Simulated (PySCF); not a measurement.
# Germanium: highly charged ions in a basis for the neutral atom

Ge²³⁺ [He] 2s2 2p5, Ge²⁴⁺ [He] 2s2 2p4. All numbers are calculated (PySCF 2.14, no relativity, point nucleus, in pcseg-2). No spin-orbit coupling, so a gap to NIST mixes the basis error with missing relativistic terms.

Changed run: basis of the neutral atom used for a highly charged ion. This setting is unsound on purpose.

```json
{"species": "Ge²³⁺", "method": "UHF", "sound run (hartree)": "not run", "changed run (hartree)": "-1702.69834", "converged": "yes"}
{"species": "Ge²³⁺", "method": "MN15", "sound run (hartree)": "not run", "changed run (hartree)": "-1703.05099", "converged": "yes"}
{"species": "Ge²³⁺", "method": "BP86", "sound run (hartree)": "not run", "changed run (hartree)": "-1703.14619", "converged": "yes"}
{"species": "Ge²⁴⁺", "method": "UHF", "sound run (hartree)": "not run", "changed run (hartree)": "-1618.04647", "converged": "yes"}
{"species": "Ge²⁴⁺", "method": "MN15", "sound run (hartree)": "not run", "changed run (hartree)": "-1618.27329", "converged": "yes"}
{"species": "Ge²⁴⁺", "method": "BP86", "sound run (hartree)": "not run", "changed run (hartree)": "-1618.43594", "converged": "yes"}
```

Ionisation energy of Ge²³⁺:

| method | changed run (eV) | NIST (eV) |
| --- | --- | --- |
| UHF | 2303.5 | 2304 ± 4 |
| MN15 | 2306.9 | 2304 ± 4 |
| BP86 | 2305.1 | 2304 ± 4 |

The contracted functions were made for the neutral atom and can be too rigid for a highly charged ion.
